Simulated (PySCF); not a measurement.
A structure optimised at PBE-D3(BJ)/def2-SVP, used in a PySCF frequency run:

```xyz
13

Ge     0.5096    -0.3522     0.3149
N      1.3102     1.0248    -0.6598
C     -1.3324    -0.5277    -0.3635
C     -2.1016     0.7968    -0.3453
H      1.3597    -1.6211     0.0288
H      0.4719    -0.1011     1.8624
H      0.9870     1.9525    -0.3579
H      2.3322     1.0252    -0.5541
H     -1.2576    -0.9262    -1.3967
H     -1.8485    -1.3019     0.2429
H     -2.1921     1.2088     0.6819
H     -3.1318     0.6826    -0.7430
H     -1.5943     1.5620    -0.9690
```

Problem. Write its SMILES and formula.

Solution. C[CH2][GeH2][NH2], C2H9GeN

Problem. What are its rotational constants (standard atomic weights)?

Solution. 7.2295, 3.1075, 2.4231 GHz
